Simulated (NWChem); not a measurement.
MoNH3O3; SMILES [NH2][Mo](=[O])(=[O])[OH]

```xyz
8

Mo     0.0606     0.0138     0.0000
O      1.0250     0.0677    -1.3720
O      1.0250     0.0677     1.3720
O     -1.1392     1.4528     0.0000
H     -0.9295     2.3928     0.0000
N     -0.9466    -1.6218     0.0000
H     -1.1389    -2.1631    -0.8393
H     -1.1389    -2.1631     0.8393
```
Atoms are numbered in this order, from 1.

All runs: NWChem. Medium grid unless said otherwise, to which SCAN and Minnesota functionals are sensitive. The geometry was optimised at PBE0/def2-SVP. Not confirmed as a minimum by frequencies. def2 effective core potentials on Mo; no spin-orbit coupling.

Problem. Order these by “highest occupied level (eV)”, lowest first: SCAN/def2-SVP; PW6B95/def2-SVP; B3LYP/def2-SVP; OLYP/def2-SVP; MN15/def2-SVP.

Solution. MN15/def2-SVP (-9.14), PW6B95/def2-SVP (-8.47), B3LYP/def2-SVP (-8.07), SCAN/def2-SVP (-7.24), OLYP/def2-SVP (-6.70)
